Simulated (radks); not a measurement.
Removal energies from the silver ion Ag11+, [Kr], by Delta-SCF beside the eigenvalue of the level emptied. Method: scalar-relativistic Kohn-Sham, BLYP, spin-polarised, spherical densities, finite nucleus; Fermi nuclear charge, rms radius of each element as measured or else 0.836 A^(1/3) + 0.57 fm; computed with a radial shooting solver on a logarithmic mesh with Libxc functionals. Open shells are filled with parallel spins first.

removed from        final configuration  Delta-SCF (eV)  -eigenvalue (eV)
4p                    [Ar] 3d10 4s2 4p5          273.01            261.09
4s                    [Ar] 3d10 4s1 4p6          313.91            301.41
3d                     [Ar] 3d9 4s2 4p6          613.12            586.17
3p            [Ne] 3s2 3p5 3d10 4s2 4p6          809.31            784.17
